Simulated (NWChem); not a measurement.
Species: silylarsine (SiAsH5); SMILES [SiH3][AsH2]

Program: NWChem. All runs use the structure optimised with B3LYP/6-31G* (spherical d). Ions are spin-unrestricted doublets at the neutral geometry; other ion states weren't tried.

```csv
level,"vertical ionisation energy, ΔSCF (eV)",−ε(HOMO) (eV),ΔSCF minus −ε(HOMO) (eV)
B3LYP/def2-TZVP,___,___,___
PBE/def2-TZVP,9.62,6.49,3.13
r2SCAN/def2-TZVP,9.69,6.75,2.94
M06-2X/def2-TZVP,9.55,8.49,1.06
BHandHLYP/def2-TZVP,9.63,8.45,1.18
```

### Question
Some entries are withheld; supply them.

### Answer

- B3LYP/def2-TZVP, vertical ionisation energy, ΔSCF (eV): 9.74
- B3LYP/def2-TZVP, −ε(HOMO) (eV): 7.33
- B3LYP/def2-TZVP, ΔSCF minus −ε(HOMO) (eV): 2.41
